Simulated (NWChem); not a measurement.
A series in which one site is exchanged, each optimised at PBE0/def2-SVP with NWChem, gas phase unless a solvent is named. 

A: [CH3][GaH][CH3] (C$_{2}$H$_{7}$Ga; site = Ga)
B: [CH3][AlH][CH3] (C2H7Al; site = Al)
C: CBC (C2H7B; site = B)

```
quantity                                             A     B    C
------------------------------------------------  ----  ----  ---
dipole (D), PBE0/def2-SVP                         0.64  0.70  ___
highest harmonic frequency (cm⁻¹), PBE0/def2-SVP  3171  3154  ___
static polarisability, B3LYP/def2-SVPD (bohr³)    57.1  55.4  ___
```

**Question.** Fill in the missing entries.

**Answer.** 
- dipole (D), PBE0/def2-SVP, C: 0.48
- highest harmonic frequency (cm⁻¹), PBE0/def2-SVP, C: 3164
- static polarisability, B3LYP/def2-SVPD (bohr³), C: 42.5
